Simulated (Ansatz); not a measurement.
Computed with Ansatz on PBE0-D4/def2-TZVP structures; ΔE is electronic, products minus reactants. CCSD(T)/CBS is the MP2 limit (def2-TZVPP, def2-QZVPP) plus CCSD(T) − MP2 in def2-TZVPP, frozen cores. Functionals use def2-TZVPP. B3LYP here is the variant with VWN-RPA as its local correlation; programs differ in this. HSE06 is defined as in plane-wave codes. For Ge, Zn outer-core shells are correlated without core-valence functions, which leaves a few kJ/mol of doubt a bond. Scalar relativity is left out up to krypton. Each species was taken in one conformer, which may not be the lowest.

Reaction (substitution at a C–Zn bond): `C[S][Zn][CH](C)C` + `[OH][GeH2][F]` → `CC(C)[O][GeH2][F]` + `C[S][ZnH]`

(1) Is it downhill or uphill in electronic energy at CCSD(T)/CBS, and by how much? (Best estimate.)

(2) What do these levels give: revPBE-D4, r2SCAN-D4, B97M-V, B3LYP-D4, HSE06-D4, CAM-B3LYP-D4, PBE-QIDH, HSE06, LC-ωPBE, CCSD(T)/def2-SVP, MP2/def2-TZVPP, CCSD/def2-TZVPP? (An estimate is asked.)

Largest T1 diagnostic among the species: 0.014.

## Answers

(1) The calculation gave: Uphill: ΔE = +7.3 kcal/mol.

(2) Computed: revPBE-D4 6.8, r2SCAN-D4 6.1, B97M-V 3.1, B3LYP-D4 5.4, HSE06-D4 6.7, CAM-B3LYP-D4 4.1, PBE-QIDH 7.2, HSE06 7.2, LC-ωPBE 6.3, CCSD(T)/def2-SVP 3.9, MP2/def2-TZVPP 9.1, CCSD/def2-TZVPP 6.0 kcal/mol.

In def2-TZVPP, CCSD(T) changes the Hartree–Fock value by +4.8 kcal/mol (the triples alone add +0.5 kcal/mol) and MP2 by +7.5 kcal/mol. At CCSD(T), def2-SVP lies −3.4 kcal/mol from the extrapolated value and def2-TZVPP −0.8 kcal/mol. The D4 term adds −1.0 kcal/mol with B3LYP and −0.6 kcal/mol with PBE0; it sums over pairs of atoms, weighted by their polarisabilities, and B3LYP, whose exchange is more repulsive, gets the larger term.
